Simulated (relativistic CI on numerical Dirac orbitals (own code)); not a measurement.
# Mn²⁺ in a cubic cluster: 2p photoemission with charge transfer

Computed with a charge-transfer multiplet model of a cubic metal-ligand cluster with up to one ligand hole, Slater and spin-orbit integrals from Dirac-Coulomb-Breit ions, Slater integrals scaled by 0.8. The ground state mixes d5 with configurations of k ligand holes L, whose averages lie at kΔ + k(k − 1)U_dd/2; a core hole lowers each added d electron by U_cd. 20 K, Lorentzian 0.6 eV and Gaussian 0.8 eV FWHM.

Atomic integrals in eV (Slater integrals scaled, ζ unscaled), ground: F2dd 8.204, F4dd 5.095, zeta_d 0.037; with the core hole: F2dd 9.718, F4dd 6.082, zeta_d 0.060, zeta_core 6.788, F2cd 5.619, G1cd 4.209, G3cd 2.391.

Cluster parameters (eV): Δ = 3.9, U_dd = 6.2, 10Dq = 0.95, 10Dq(ligand) = 0.2, V(eg) = 2.3, V(t2g) = -1.11, final-state hopping factor = 0.8.

Weights, n_d and S are thermal averages at 20 K. Binding energies count from the first peak over 30 % of the highest in each spectrum, which can be another peak from case to case. The parameters are a model scan and need not match a compound or its usual spin state. Peaks in eV (height, largest 100): 0.0 (100), 6.5 (44), 7.5 (33), 11.7 (53), 12.7 (50), 18.4 (18), 19.5 (20).

Question: Which parameters give this spectrum?
A. U_cd = 6.6 eV
B. U_cd = 9 eV
C. U_cd = 7.8 eV

Answer: B. U_cd = 9 eV; the ground state then has 5.18 d electrons and S = 2.50. The choice follows from running the model for each set and comparing peak positions and heights. The space is cut while the next configuration still counts.
